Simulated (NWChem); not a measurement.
System: CH3BiCl2O; SMILES C[O][Bi]([Cl])[Cl]

```xyz
8

Bi    -0.1617     0.0008    -0.5181
Cl    -0.7173     1.8605     1.0122
Cl    -0.7251    -1.8581     1.0105
O      1.8834    -0.0039    -0.2266
C      2.4809    -0.0079     1.0442
H      2.2032    -0.9015     1.6321
H      3.5742    -0.0137     0.9030
H      2.2127     0.8881     1.6330
```
Atoms are numbered in this order, from 1.

Program: NWChem. All runs use the structure optimised with PBE0/def2-SVP. Not confirmed as a minimum by frequencies. def2 effective core potentials on Bi; no spin-orbit coupling. Ions are spin-unrestricted doublets at the neutral geometry; other ion states weren't tried.

For level PBE/def2-SVP:

```
Quantity                               Value
-------------------------------------  -----
vertical ionisation energy, ΔSCF (eV)   9.48
−ε(HOMO) (eV)                           6.38
```

**Question.** What are these values for level PBE0/def2-SVP?

**Answer.** The vertical ionisation energy, ΔSCF (eV) comes out as 9.96 and the −ε(HOMO) (eV) is 7.99.
